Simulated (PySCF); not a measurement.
1-ethylindane, C₁₁H₁₄.
SMILES with atom numbers: `[CH3:1][CH2:2][C@@H:3]1[CH2:4][CH2:5][c:6]2[cH:7][cH:8][cH:9][cH:10][c:11]21` (hydrogens: H12, H13, H14 on C1; H15, H16 on C2; H17 on C3; H18, H19 on C4; H20, H21 on C5; H22 on C7; H23 on C8; H24 on C9; H25 on C10)

Level: PBE0/pcSseg-1 in PySCF, non-relativistic, on one gas-phase PBE0-D3(BJ)/def2-SVP geometry that isn't relaxed in the solvent. The solvent is an IEF-PCM continuum (Bondi radii, 1.10 Å for H, scaled by 1.2). Specific hydrogen bonds and non-electrostatic terms are outside this model.

Gas phase at PBE0/pcSseg-1: HOMO -6.72 eV, LUMO -0.18 eV, dipole 0.63 D.

What does the continuum do to the energy, the frontier levels and the dipole at PBE0/pcSseg-1 in tetrahydrofuran and dichloromethane?

| solvent | ε | E(solvent) − E(gas) (kJ/mol) | polarisation term (kJ/mol) | distortion of the solute (kJ/mol) | HOMO (eV) | LUMO (eV) | dipole (D) |
| --- | --- | --- | --- | --- | --- | --- | --- |
| tetrahydrofuran | 7.426 | -10.65 | -11.71 | 1.06 | -6.78 | -0.24 | 0.88 |
| dichloromethane | 8.93 | -11.14 | -12.29 | 1.15 | -6.78 | -0.25 | 0.89 |

The polarisation term is half the interaction of the solute with the surface charges that it induces; the rest is the cost of distorting the solute's density. The sum is the electrostatic part of solvation alone. From tetrahydrofuran to dichloromethane the lowering changes by a factor 1.05, Onsager's factor (ε − 1)/(2ε + 1) by 1.04 and ε itself by 1.2.

Which Mulliken charges (PBE0/pcSseg-1) respond most in dichloromethane (means over atoms taken as equivalent)?

```json
{"atoms": "C11", "environment": "substituted aromatic carbon", "gas (e)": "-0.068", "solvent (e)": "-0.088", "change": "-0.020"}
{"atoms": "C6", "environment": "substituted aromatic carbon", "gas (e)": "-0.240", "solvent (e)": "-0.258", "change": "-0.018"}
{"atoms": "C8", "environment": "aromatic CH carbon", "gas (e)": "-0.079", "solvent (e)": "-0.095", "change": "-0.016"}
{"atoms": "C9", "environment": "aromatic CH carbon", "gas (e)": "-0.079", "solvent (e)": "-0.095", "change": "-0.016"}
{"atoms": "H25", "environment": "aromatic hydrogen", "gas (e)": "+0.073", "solvent (e)": "+0.086", "change": "+0.013"}
{"atoms": "H24", "environment": "aromatic hydrogen", "gas (e)": "+0.090", "solvent (e)": "+0.103", "change": "+0.013"}
{"atoms": "H22", "environment": "aromatic hydrogen", "gas (e)": "+0.067", "solvent (e)": "+0.080", "change": "+0.013"}
{"atoms": "H23", "environment": "aromatic hydrogen", "gas (e)": "+0.092", "solvent (e)": "+0.105", "change": "+0.013"}
{"atoms": "C10", "environment": "aromatic CH carbon", "gas (e)": "-0.058", "solvent (e)": "-0.069", "change": "-0.011"}
{"atoms": "C7", "environment": "aromatic CH carbon", "gas (e)": "-0.058", "solvent (e)": "-0.069", "change": "-0.011"}
{"atoms": "C1", "environment": "methyl carbon", "gas (e)": "-0.264", "solvent (e)": "-0.274", "change": "-0.010"}
{"atoms": "H20", "environment": "methylene hydrogen", "gas (e)": "+0.128", "solvent (e)": "+0.136", "change": "+0.008"}
```
